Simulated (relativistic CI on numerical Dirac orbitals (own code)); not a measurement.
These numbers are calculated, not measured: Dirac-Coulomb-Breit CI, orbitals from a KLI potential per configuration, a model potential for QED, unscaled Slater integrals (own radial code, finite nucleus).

The strongest absorption lines from the ground level of an ion, among the configurations computed and to levels below about 681 eV (vacuum wavelength in nm, gf): 1.8867 (3.6), 1.9484 (0.19), 1.9510 (0.46), 6.3539 (2.7), 6.4096 (0.56), 6.6697 (0.51), 7.0045 (0.31), 7.2452 (1.7).

Which ion is it?
A. Ru XXIV
B. Ru XXVI
C. Cd XXX
D. Ru XXVIII

B. Ru XXVI has 19 electrons and the ground level 3s²3p⁶3d ²D3/2; the strongest line goes to 3s²3p⁶4f ²F°5/2. The pattern of lines fixes the number of electrons, and along that sequence the line energies rise steadily with the charge (about as its square where n changes within one kind of shell, about linearly where n is kept but much faster in heavy ions where fine structure, which grows about as Z⁴, sets the gap, and irregularly where shells cross), which fixes Z. Configurations outside the model, such as inner-shell arrays, can give stronger lines. At this charge energies of transitions that change n are usually good to better than 1 %, and those within a shell (Δn = 0) to a few per cent.

LS names give the leading component of a level, which can be under half, so a name can repeat, a term be missing and a line seem to break the LS rules.
